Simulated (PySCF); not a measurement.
LiSe and its ions

UHF; PySCF, no relativity, basis sets Li def2-SVPD, Se def2-SVPD. Neutral (UHF): doublet (π ↑), Re = 2.316 Å, ωe = 506 cm⁻¹, De = 1.98 eV, HOMO -7.53 eV, LUMO -0.36 eV.

LiSe⁺ (UHF): triplet (π ↑↑), Re = 2.629 Å, ωe = 306 cm⁻¹, De = 0.84 eV to Li⁺ + Se. The energies at the minima are -2407.02992 hartree for LiSe and -2406.79592 for LiSe⁺.

Work out the adiabatic ionisation energy, without and with harmonic zero-point energies (1 hartree = 27.2114 eV, 1 eV = 8065.5 cm⁻¹), and the change of the bond length.

At UHF: 0.23400 hartree = 6.367 eV between the minima; the zero-point term (306.0 − 506.0)/2 cm⁻¹ = -0.012 eV makes it 6.355 eV. Re changes by +31.3 pm against the neutral. The electron leaves a π orbital; in so polar a molecule the change of length follows mostly from the change of the ionic charges.

Spin–orbit coupling is left out. For an ion De counts to the pair picked by the measured ionisation energies or electron affinities, which need not be the lowest pair at this level. Hartree–Fock leaves out correlation, which carries a large part of most bond energies and some tenths to 1 eV of ionisation energies. States were picked by a PBE0 search and need not be the measured ground states.
